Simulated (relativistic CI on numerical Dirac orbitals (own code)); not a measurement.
**Hyperfine structure of Ni21+, mass number 61**

Method of calculation: Dirac-Coulomb-Breit CI, KLI orbitals optimised for each configuration, model QED (radiative potential, 1s self-energy scaled to tabulated hydrogen-like ionisation energies), unscaled Slater integrals (own radial code, finite nucleus).

Configurations in the expansion (outside the closed core 1s2): 2s2 2p3, 2s 2p4, 2p5, 2p4 3s, 2p4 3p, 2p4 3d, 2s2 2p2 3s, 2s2 2p2 3p, 2s2 2p2 3d, 2s 2p3 3s, 2s 2p3 3p, 2s 2p3 3d, 2s2 2p2 4s, 2s2 2p2 4p, 2s2 2p2 4d, 2s2 2p2 4f. Levels of other configurations are missing.

Nuclear spin I = 3/2, μ = -0.74965 μN, Q = 0.162 b (tables of Stone and Pyykkö). The electronic factors are computed for point nuclear moments, without core polarisation or the Bohr-Weisskopf and QED corrections.

```tsv
Level	E (eV)	A (GHz)	B (GHz)
2s2 2p3 2D°_3/2	19.890	-13.25	9.84
2s2 2p3 2D°_5/2	26.411	-33.25	-0.0525
2s2 2p3 2P°_1/2	37.823	-94.14	
2s2 2p3 2P°_3/2	49.895	-19.26	-12.1
2s 2p4 4P_5/2	105.289	-75.58	9.52
2s 2p4 4P_3/2	117.038	-58.73	-8.4
2s 2p4 4P_1/2	120.193	-167.5	
2s 2p4 2D_3/2	147.022	18.64	-12.9
```

Levels with J = 0, under 50 % of one LS term, or S terms without an open s electron are left out. Small factors come from cancelling terms and can be off by tens of per cent or more.

At this charge energies of transitions that change n are usually good to better than 1 %, and those within a shell (Δn = 0) to a few per cent.

Problem. Give the hyperfine levels of 2s2 2p3 2D°_5/2 relative to its centre of gravity.

Solution. With K = F(F + 1) − I(I + 1) − J(J + 1), E = AK/2 + B[¾K(K + 1) − I(I + 1)J(J + 1)]/[2I(2I − 1)J(2J − 1)]: F = 1: 174.5, F = 2: 108.1, F = 3: 8.342, F = 4: -124.7 GHz.

LS names give the leading component of a level, which can be under half, so a name can repeat, a term be missing and a line seem to break the LS rules.
